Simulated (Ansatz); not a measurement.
C₆H₁₈IN₃Zr (`C[N](C)[Zr]([I])([N](C)C)[N](C)C`). Charge 0, multiplicity 1. Correlated methods include outer-core shells of I, Zr, which these sets cover unevenly. Zr, I takes the def2 core potential.

Cartesian coordinates in Å:
```
C 2.8802 -0.5195 -0.1354
N 1.6928 -0.5079 0.6879
C 1.8341 -1.2694 1.8988
Zr 0.2330 0.6646 -0.0655
I 1.1545 3.2945 -0.3233
N -0.3195 -0.0546 -1.8685
C -1.3574 0.7347 -2.4909
C 0.1470 -1.1334 -2.6960
N -1.3573 0.6088 1.1758
C -2.7381 0.2452 1.0106
C -1.0547 1.1182 2.4937
H 3.1366 -1.5350 -0.4698
H 2.7411 0.0937 -1.0371
H 3.7494 -0.1056 0.3939
H 2.0477 -2.3267 1.6862
H 2.6563 -0.8899 2.5228
H 0.9149 -1.2282 2.4867
H -1.0178 1.1882 -3.4321
H -1.6681 1.5630 -1.8382
H -2.2543 0.1359 -2.7051
H 0.9312 -1.6962 -2.1855
H -0.6646 -1.8348 -2.9372
H 0.5548 -0.7665 -3.6491
H -2.9179 -0.1276 0.0002
H -3.0330 -0.5451 1.7159
H -3.4061 1.1016 1.1829
H -1.2428 0.3685 3.2757
H -1.6445 2.0139 2.7316
H 0.0026 1.4096 2.5710
```

**Question.** Give the diagnostics of a CCSD(T)/def2-TZVPP run (frozen core, Ansatz 0.2.0). (Best estimate.)

**Answer.** The calculation gave: T1 = 0.0151, largest single amplitude 0.052, largest double 0.023, (T) share of the correlation energy 3.9 %, 11 CCSD cycles. The RHF solution is stable towards an unrestricted one. T1 lies under the customary mark of 0.02 for closed shells.
